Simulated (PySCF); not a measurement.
C₆, SMILES c1c#cc#cc#1.

The structure is a stationary point at PBE-D3(BJ)/def2-SVP. A frequency run showed that this geometry is not a minimum.

Calculation: PySCF 2.14.0 with PBE-D3(BJ)/def2-SVP.

Harmonic, unscaled wavenumbers; measured fundamentals usually lie a few per cent lower.

Modes within 1.5 cm⁻¹ of each other (mostly degenerate sets) share a row, with their intensities summed.

```csv
mode,ν (cm⁻¹),IR (km/mol),moving atoms (share of kinetic energy)
1,534i,0.0,C 100 %
2,115,0.0,C 100 %
3–4,476,0.0,C 100 %
5–6,573,0.0,C 100 %
7,1232,0.0,C 100 %
8–9,1434,91.7,C 100 %
10,1438,0.0,C 100 %
11–12,1753,0.0,C 100 %
```
